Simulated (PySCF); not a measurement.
Frontier orbitals and the lowest excitations

Species: C₅H₁₃NSi.
Atom-mapped SMILES: `[NH2:1][SiH:2]1[CH2:3][CH2:4][CH2:5][CH2:6][CH2:7]1` (hydrogens: H8, H9 on N1; H10 on Si2; H11, H12 on C3; H13, H14 on C4; H15, H16 on C5; H17, H18 on C6; H19, H20 on C7)

Geometry (GFN2-xTB, Å), atoms numbered from 1 in this order:
```
atom  x, y, z in Å
N1     2.365   -0.258    0.474
Si2    1.249    0.488   -0.615
C3     0.170   -0.892   -1.343
C4    -0.870   -1.363   -0.330
C5    -1.719   -0.216    0.216
C6    -0.943    0.701    1.159
C7     0.083    1.562    0.428
H8     2.900    0.330    1.093
H9     2.947   -1.005    0.130
H10    1.854    1.292   -1.698
H11   -0.344   -0.526   -2.233
H12    0.773   -1.742   -1.662
H13   -0.364   -1.855    0.503
H14   -1.529   -2.101   -0.799
H15   -2.571   -0.638    0.757
H16   -2.114    0.371   -0.617
H17   -0.432    0.089    1.906
H18   -1.651    1.346    1.689
H19    0.634    2.160    1.154
H20   -0.443    2.268   -0.217
```

Method used: TDDFT B3LYP/def2-SVPD, vertical, gas phase, core orbitals frozen in the response in PySCF.

Kohn–Sham orbitals with the atoms that hold most of them (Löwdin shares over 4%, at most four atoms; ? is withheld):

| orbital | ε (eV) | atoms |
| --- | --- | --- |
| HOMO-3 | -8.84 | C5 19%, C4 14%, C6 14%, H16 12% |
| HOMO-2 | -8.12 | N1 13%, Si2 12%, C3 11%, C7 11% |
| HOMO-1 | -7.35 | ? |
| HOMO | -6.97 | N1 55%, Si2 14%, H10 11%, H9 5% |
| LUMO | ? | ? |
| LUMO+1 | 0.78 | C5 10%, H16 7%, Si2 7%, N1 7% |
| LUMO+2 | 1.02 | Si2 15%, H12 10%, H19 10%, C3 10% |

Q: Which atoms hold the HOMO-1, and with what shares?

A: C7 (bonded to C, Si and 2 H) 19%; C3 (bonded to C, Si and 2 H) 19%; Si2 (bonded to 2 C, N and H) 16%; C6 (bonded to 2 C and 2 H) 8%. By element: carbon 46% or more, silicon 16%.

Q: Which atoms hold the LUMO, and with what shares?

A: Si2 (bonded to 2 C, N and H) 23%; H9 (bonded to N) 13%; H8 (bonded to N) 13%; N1 (bonded to Si and 2 H) 11%. By element: hydrogen 26% or more, silicon 23%, nitrogen 11%.

Q: What is the LUMO energy, and the HOMO–LUMO gap?

A: ε(LUMO) = 0.26 eV; the gap is 7.23 eV (0.2658 hartree).

Q: The HOMO–LUMO gap is 7.23 eV. Where does the response calculation put the lowest singlet, and from which orbitals?

A: S1 is at 6.19 eV (f = 0.014), 1.04 eV below the gap, made of HOMO→LUMO (94%). Without the coupling terms of the response equations the lowest excitation would equal the gap.

Q: Give energy, strength and leading configuration of S1, S2, S3 and S5, and follow the Löwdin shares of the leading atoms from the occupied to the empty orbital.

A: 
- S1 (6.19 eV, f 0.014), HOMO→LUMO (94%): N1 55% → 11%, Si2 14% → 23%, H9 5% → 13%
- S2 (6.80 eV, f 0.0022), HOMO-1→LUMO (98%): C7 19% → at most 11%, C3 19% → at most 11%, Si2 16% → 23%, H9 at most 9% → 13%
- S3 (7.01 eV, f 0.033), HOMO→LUMO+1 (90%): N1 55% → 7%, Si2 14% → 7%, C5 at most 6% → 10%, H16 at most 6% → 7%
- S5 (7.26 eV, f 0.0011), HOMO-1→LUMO+1 (96%): C7 19% → at most 7%, C3 19% → at most 7%, C5 at most 9% → 10%, H16 at most 9% → 7%

Löwdin shares depend on the basis, the more so with diffuse functions.

On an Arm Neoverse V2 with one thread, shared host, this took 58 s and 0.96 GiB of memory at its peak.

One conformer stands for the species.
